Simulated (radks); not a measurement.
The mean radii <r> (bohr) of the occupied orbitals of an atom or ion are listed with their occupations. All-electron calculation, Dirac Kohn-Sham, PBEsol, spin-unpolarised, spherical densities, finite nucleus; Fermi nuclear charge, rms radius of each element as measured or else 0.836 A^(1/3) + 0.57 fm. Program: a radial shooting solver on a logarithmic mesh with Libxc functionals.

| orbital | occ. | <r> |
|---|---|---|
| 1s1/2 | 2 | 0.02275 |
| 2s1/2 | 2 | 0.09652 |
| 2p1/2 | 2 | 0.08075 |
| 2p3/2 | 4 | 0.08737 |
| 3s1/2 | 2 | 0.2547 |
| 3p1/2 | 2 | 0.2443 |
| 3p3/2 | 4 | 0.2570 |
| 3d3/2 | 4 | 0.2287 |
| 3d5/2 | 6 | 0.2326 |
| 4s1/2 | 2 | 0.5794 |
| 4p1/2 | 2 | 0.5935 |
| 4p3/2 | 4 | 0.6226 |
| 4d3/2 | 4 | 0.6653 |
| 4d5/2 | 6 | 0.6757 |
| 5s1/2 | 2 | 1.411 |
| 5p1/2 | 2 | 1.593 |
| 5p3/2 | 4 | 1.688 |
| 4f5/2 | 6 | 1.002 |
| 6s1/2 | 1 | 3.902 |

Name the element and its charge. Open shells, if any, fill j = l - 1/2 first.

Answer. Z = 62, samarium, charge +1: Sm+ in [Xe] 4f6 6s1. The 1s radius gives Z: for a bare nucleus <r> = (2 gamma + 1)/(2Z) with gamma = sqrt(1 - (Z/c)^2), 0.02245 bohr for Z = 62, and screening makes it slightly larger (0.02275 here). The occupations add up to 61, and the charge is Z minus that.
